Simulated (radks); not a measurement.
Valence configurations of Dy3+ (all share [Xe]). Method: non-relativistic Kohn-Sham, PBE, spin-polarised, spherical densities, point nucleus; open shells are filled with parallel spins first (spin-orbit coupling, left out, can overturn this in heavy ions); relativity is left out, which matters for an element this heavy; computed with a radial shooting solver on a logarithmic mesh with Libxc functionals. Energies are relative to 4f9; eigenvalues in eV for spin up.

valence,E (eV),moment (Bohr magnetons),e(4f),e(5d),e(6p),e(6s)
4f9,0.000,5,-40.818,-,-,-
4f8 5d1,13.180,7,-49.157,-28.124,-,-
4f7.5 5d1 6s0.5,24.596,8,-55.486,-30.504,-,-24.375
4f7 6p2,56.525,9,-67.820,-,-22.949,-
4f7 5d2,31.447,9,-58.098,-30.300,-,-
4f6.5 6s0.5 6p2,77.663,9,-74.414,-,-23.865,-29.403
4f5.5 5d1 6s0.5 6p2,116.53,9,-83.907,-41.453,-24.322,-30.082
4f8 6p1,23.488,7,-53.855,-,-20.446,-
4f8 6s1,18.609,7,-52.940,-,-,-24.827
4f5 5d1 6s1 6p2,144.92,9,-90.953,-43.913,-25.183,-31.169

NIST lists [Xe] 4f9 as the ground configuration; this level of theory agrees among the configurations tried. The energies are those of spherical high-spin densities, not of single terms. Relativity is left out, which favours d and f over s occupation in heavy atoms.
